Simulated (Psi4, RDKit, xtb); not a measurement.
Internal rotation in SMILES C#C[SiH2]C=O (C₃H₄OSi). Scanned: dihedral C2–Si3–C4–O5; all other coordinates were relaxed at GFN2-xTB. Points at φ and −φ are mirror images. Heavy atoms are numbered in the order of the SMILES C#C[SiH2]C=O, hydrogens after them in the order of the atoms that carry them; the mirror image has the same energies with the sign of each dihedral reversed.

MMFF94 // GFN2-xTB (RDKit); GFN1-xTB // GFN2-xTB (xtb); MP2/cc-pVTZ = DF-MP2 (frozen core)/cc-pVTZ // GFN2-xTB (Psi4 1.11).

Energies relative to the lowest point of each profile, in kJ/mol:

```
φ / °  MMFF94  GFN1-xTB
-----  ------  --------
-160     0.51      3.02
-140     1.68      1.33
-120     3.08      0.33
-100     4.21      0.67
-80      4.70      2.05
-60      4.93      3.17
0        6.68      0.00
60       4.93      3.17
80       4.70      2.05
100      4.21      0.67
120      3.08      0.33
180      0.00      3.85
```

Q: Estimate the MP2/cc-pVTZ values at these points.

A: -160: 0.06; -140: 0.18; -120: 0.65; -100: 1.66; -80: 2.97; -60: 3.81; 0: 2.09; 60: 3.81; 80: 2.97; 100: 1.66; 120: 0.65; 180: 0.00 (kJ/mol).

MMFF94 has few fitted parameters for silicon.
